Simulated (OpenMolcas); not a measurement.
Computed levels of 5d² in ions with 70 electrons, in cm-1 above ³F₂.

- Program: OpenMolcas 26.06
- Method: CASSCF
- Basis: ANO-R3
- Scalar Hamiltonian: X2C, finite nucleus
- Spin-orbit coupling: RASSI with atomic mean-field integrals over the reference wave functions, term energies averaged over their components

Active space for each ion: 2 electrons in 5 orbitals (5d).

| Level | Hf2+ | Ta3+ | W4+ | Re5+ | Ir7+ |
| --- | --- | --- | --- | --- | --- |
| ³F₃ | 3132 | 4524 | 6097 | 7806 | 11979 |
| ³F₄ | 6256 | 8824 | 11613 | 14551 | 21320 |
| ³P₀ | 11051 | 13131 | 14930 | 16610 | 19764 |
| ³P₁ | 12613 | 15500 | 18273 | 21059 | 27114 |
| ³P₂ | 16047 | 20533 | 25089 | 29797 | 40452 |
| ¹G₄ | 16779 | 20863 | 24832 | 28889 | 37955 |
| ¹S₀ | 35714 | 43404 | 50359 | 57163 | 71173 |

Task: Estimate ³F₄, ³P₀, ³P₁ for Os6+ from its neighbours Re5+ and Ir7+.

Result: ³F₄ is fine structure, which grows about as the fourth power of a screened charge, so the fourth roots are averaged: ((14551^0.25 + 21320^0.25) / 2)^4 = 17694. The calculation gives 17804, so the estimate is off by -0.6 %.
³P₀ is another term, which grows about linearly with the charge: (16610 + 19764) / 2 = 18187. The calculation gives 18213, so the estimate is off by -0.1 %; the measured value is 15837 (van het Hof, Joshi, Wyart and Sugar, J. Res. Natl. Inst. Stand. Technol. 100, 687 (1995)).
³P₁ is another term, which grows about linearly with the charge: (21059 + 27114) / 2 = 24086. The calculation gives 24001, so the estimate is off by +0.4 %; the measured value is 22098 (van het Hof, Joshi, Wyart and Sugar, J. Res. Natl. Inst. Stand. Technol. 100, 687 (1995)).

Mixed levels, with the weight of the term that names them: Hf2+ ³P₂ (66 %), Ta3+ ³P₂ (62 %), W4+ ³P₂ (60 %), Re5+ ³P₂ (58 %), Os6+ ³P₂ (56 %), Ir7+ ³P₂ (55 %).

Without dynamic correlation excited terms often stand tens of per cent too high (terms of higher spin than the ground term too low), and those without a measured partner can miss by more than the paired ones. Configurations with an s electron lie low in 5d ions of this charge, fall among these levels and mix in, so low-spin terms can stand far too high, up to twice their true height, and weights are not those of the real levels (holds for Hf2+). Measured partners are found by configuration, term and J. A level has none where our copy of the source lacks it or the pairing is in doubt (some pairs that miss far off the trend of their configuration count as doubtful), and it then counts in no deviation. Only configurations of the active space appear.
